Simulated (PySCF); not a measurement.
Molecule: C3H4N3, net charge 1, singlet state. It need not be the lowest isomer of its formula. SMILES: [nH+]1cncnc1
Geometry: optimised at B3LYP-D3(BJ)/def2-TZVP (Ansatz).

Dispersion corrections to the total energy (kcal/mol) from the dftd3 and dftd4 libraries through PySCF: D3(BJ) without and D4 with the three-body term, each with the damping fitted for the functional named.

| functional | D3(BJ) | D4 |
|---|---|---|
| r2SCAN | ___ | -1.14 |
| BP86 | -8.20 | -6.14 |
| B3LYP | -9.28 | -7.69 |
| B2PLYP | -4.16 | -3.31 |
| BHLYP | -7.07 | -5.24 |
| BLYP | ___ | -10.99 |
| HF | -46.52 | ___ |

Q: Complete the blanks.

A: 
- r2SCAN, D3(BJ): -1.44
- BLYP, D3(BJ): -11.43
- HF, D4: -19.30
